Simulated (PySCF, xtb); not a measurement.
H₂Sb, SMILES [SbH2+] (connectivity only; charge and spin as stated), charge +1, multiplicity 1.

GFN2-xTB run with xtb at its own geometry gives an orbital gap of 2.08 eV.

Coordinates come from a B3LYP-D3(BJ)/def2-TZVPD optimisation. The def2 effective core potentials stand for the cores of Sb; spin–orbit coupling is left out.

Question: What does PBE/def2-TZVPD in PySCF give? (The exact figures need the calculation; the answer reports its results.)

Answer: gap 1.97 eV (levels -13.98 and -12.01 eV).
